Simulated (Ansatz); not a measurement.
Frontier orbitals of FGe₂H₆N, SMILES `[F][GeH2][NH][GeH3]`.

Z-matrix (Å, degrees):
```
Ge
N 1 1.807
F 1 1.750 2 110.3
H 1 1.532 2 110.3 3 115.6
H 1 1.531 2 109.4 3 -115.0
Ge 2 1.843 1 125.5 3 73.5
H 2 1.010 1 114.8 3 -80.8
H 6 1.538 2 108.5 1 144.7
H 6 1.535 2 105.8 1 25.5
H 6 1.540 2 111.8 1 -94.7
```

Charge 0, multiplicity 1. Correlated methods include outer-core shells of Ge, which these sets cover unevenly. Scalar relativity is left out up to krypton. Geometry: relaxed with PBE0-D4/def2-TZVP. It is one conformer, not always the lowest. Basis def2-TZVPP, Ansatz 0.2.0.

```csv
functional,HOMO (eV),LUMO (eV),gap (eV)
PBE,-6.32,-0.81,5.51
PBE0,-7.71,0.04,7.75
r2SCANh,-7.14,-0.15,6.99
CAM-B3LYP,-9.09,0.98,10.07
ωB97X-V,-10.12,2.02,12.14
ωB97M-V,-10.02,1.72,11.74
```

Task: What is the vertical ionisation energy at frozen-core CCSD(T)/def2-TZVPP? (An estimate is asked.)

Result: The calculation gave: 9.85 eV (T1 of the cation 0.020).

A quarter of exact exchange (PBE0) shifts PBE's HOMO by −1.39 eV and its LUMO by +0.85 eV; full exchange at long range (ωB97M-V) shifts them by −3.70 and +2.52 eV. The gap opens from 5.52 to 11.73 eV, since occupied levels lose self-interaction and empty ones feel all the electrons. A positive LUMO is unbound and depends on the basis. −ε(HOMO) differs from that ionisation energy by −3.53 eV with PBE and +0.17 eV with ωB97M-V.
